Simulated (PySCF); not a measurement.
C4H7FO, SMILES OC[C@H]1C[C@@H]1F.

Geometry optimised at PBE-D3(BJ)/def2-SVP. One conformer was computed; it need not be the lowest.

These are PBE/def2-TZVP (PySCF) values and carry that method's errors.

Gas-phase values at a fixed geometry.

```
Property                                                                                                       Result
---------------------------------------------------------------------------------------------  ----------------------
total energy                                                                                       -331.40687 hartree
highest occupied level                                                                                       -6.30 eV
lowest empty level                                                                                            0.00 eV
orbital gap                                                                                                   6.30 eV
dipole moment                                                                                                  0.77 D
quadrupole, principal values (traceless, Buckingham form, about the centre of nuclear charge)  -13.24, 3.24, 9.99 D·Å
mean static polarisability                                                                       53.7 bohr³ (7.95 Å³)
polarisability, principal values                                                               48.9, 52.4, 59.8 bohr³
```
